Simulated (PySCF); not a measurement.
This PySCF input asks for the NMR shieldings of `C/C=C\[PH2+]CC(C)=O`, [C6H12OP]+; the geometry comes from GFN2-xTB.

```python
import basis_set_exchange as bse
import numpy as np
from pyscf import gto, dft
from pyscf.prop import nmr

atoms = """
C    -3.385704    0.074709    0.017574
C    -2.384607    0.379998   -1.021375
C    -1.076808    0.127455   -0.933564
P    -0.336600   -0.656984    0.482364
C     1.445699   -0.974973    0.247324
C     1.966354    0.452517    0.328607
C     3.406917    0.730806    0.166581
O     1.098930    1.279249    0.523996
H    -2.939634   -0.432956    0.875410
H    -4.181875   -0.542436   -0.398844
H    -3.854625    0.999173    0.355878
H    -2.760427    0.850030   -1.921178
H    -0.382432    0.403151   -1.716814
H    -0.901950   -1.912272    0.635863
H    -0.539757   -0.059164    1.698750
H     1.645837   -1.454951   -0.715952
H     1.849591   -1.623012    1.031102
H     3.996014    0.100618    0.830619
H     3.711701    0.490737   -0.852481
H     3.618228    1.778984    0.363101
"""
names = dict.fromkeys(["C", "P", "O", "H"], "pcSseg-1")
basis = {el: gto.basis.parse(bse.get_basis(n, elements=[el], fmt="nwchem")) for el, n in names.items()}
mol = gto.M(atom=atoms, basis=basis, charge=1, verbose=0)
mf = dft.RKS(mol, xc="PBE0")
mf.grids.level = 2
mf.grids.alignment = dft.numint.BLKSIZE   # the property module wants whole blocks of grid points
mf.conv_tol = 1e-9
mf.kernel()

calc = nmr.RKS(mf)   # GIAO
C = mf.mo_coeff
Co = C[:, mf.mo_occ > 0]
resp = mf.gen_response(singlet=True, hermi=2)
def vind(x):   # induced exchange potential for any number of trial vectors
    d = np.einsum("pi,xij,qj->xpq", C, 2 * x.reshape(-1, C.shape[1], Co.shape[1]), Co, optimize=True)
    return np.einsum("xpq,pi,qj->xij", resp(d - d.transpose(0, 2, 1)), C, Co, optimize=True).ravel()
mo1, _ = nmr.rhf.solve_mo1(calc, with_cphf=vind)
sigma = calc.kernel(mo1)
for i, s in enumerate(sigma):   # ppm
    w = np.linalg.eigvalsh((s + s.T) / 2)
    print("%2d %-2s iso %8.1f  s11 %8.1f  s22 %8.1f  s33 %8.1f" % (i, mol.atom_pure_symbol(i), w.mean(), *w))
```

Q: What does it print?

A: 
```
 0 C  iso    160.9  s11    145.8  s22    159.9  s33    177.1
 1 C  iso     12.9  s11   -117.9  s22    -11.9  s33    168.4
 2 C  iso     83.9  s11    -14.4  s22    124.2  s33    141.9
 3 P  iso    412.7  s11    354.8  s22    404.7  s33    478.5
 4 C  iso    139.9  s11     96.5  s22    137.4  s33    185.9
 5 C  iso    -29.6  s11   -127.2  s22    -71.7  s33    110.0
 6 C  iso    157.0  s11    126.8  s22    151.2  s33    193.2
 7 O  iso   -351.9  s11   -886.1  s22   -417.1  s33    247.5
 8 H  iso     29.9  s11     25.5  s22     31.7  s33     32.5
 9 H  iso     28.8  s11     25.4  s22     25.8  s33     35.3
10 H  iso     28.8  s11     25.4  s22     25.7  s33     35.1
11 H  iso     23.8  s11     22.2  s22     22.3  s33     27.0
12 H  iso     26.7  s11     22.7  s22     27.4  s33     30.0
13 H  iso     26.0  s11     21.4  s22     24.5  s33     32.2
14 H  iso     25.3  s11     21.4  s22     23.4  s33     31.2
15 H  iso     27.5  s11     24.1  s22     27.2  s33     31.2
16 H  iso     27.4  s11     23.5  s22     27.0  s33     31.8
17 H  iso     28.8  s11     25.3  s22     28.0  s33     33.0
18 H  iso     28.9  s11     25.8  s22     27.5  s33     33.4
19 H  iso     28.5  s11     24.5  s22     26.5  s33     34.6
```

These numbers come from an equivalent density-fitted implementation of the same equations, which agrees with the script to about 0.01 ppm for H and up to a few tenths of a ppm for heavy atoms, so last digits may differ.

Q: Turn these shieldings into chemical shifts. Shifts are taken against calculated references (same method and geometry level): TMS for $^{13}$C (σref 186.93), $^{1}$H (σref 31.72); $^{31}$P (σref 318.38) vs H3PO4; $^{17}$O (σref 336.08) against H2O.

A: Averaging equivalent atoms: C 5: 216.5; C 1: 174.1; C 2: 103.0; C 4: 47.0; C 6: 29.9; C 0: 26.0; P 3: -94.3; O 7: 688.0; H 11: 7.89; H 13/14: 6.04; H 12: 5.01; H 15/16: 4.26; H 17/18/19: 2.99; H 8/9/10: 2.55 ppm. Unscaled 17O shifts of doubly bonded oxygen tend to come out too high, by tens of ppm or more. Experimental scales use liquid or dissolved standards, which lie at an offset from isolated H2O (liquid H2O: subtract about 36 ppm) and H3PO4.

Size and cost of the density-fitted run: 203 basis functions, roughly 100 core-seconds.
